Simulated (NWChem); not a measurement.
**Ionisation of Te (+1)**

```xyz
1

Te     0.0000     0.0000     0.0000
```
Charge +1, spin multiplicity 4.

The numbers come from NWChem runs, not from measurements.

Basis set: def2-TZVP. The species with one electron less has spin multiplicity 3. Δ marks differences of total energies (open shells unrestricted). −ε marks an orbital energy of the parent. That orbital need not have the symmetry of the hole or added electron in the Δ rows.

Effective core potentials replace the inner electrons of Te; spin-orbit coupling is left out. B3LYP has NWChem's definition, with VWN1-RPA local correlation. No SCF solution was tested for a lower state. Open-shell Hartree-Fock references start from PBE0 orbitals.

Task: For the first vertical ionisation energy, −ε(alpha HOMO) of HF gives 18.84 eV and evGW@PBE0 gives 18.64 eV. What do ΔCAM-B3LYP, G0W0@PBE, ΔB3LYP give?

Result: ΔCAM-B3LYP: 18.79 eV; G0W0@PBE: 18.34 eV; ΔB3LYP: 18.76 eV.
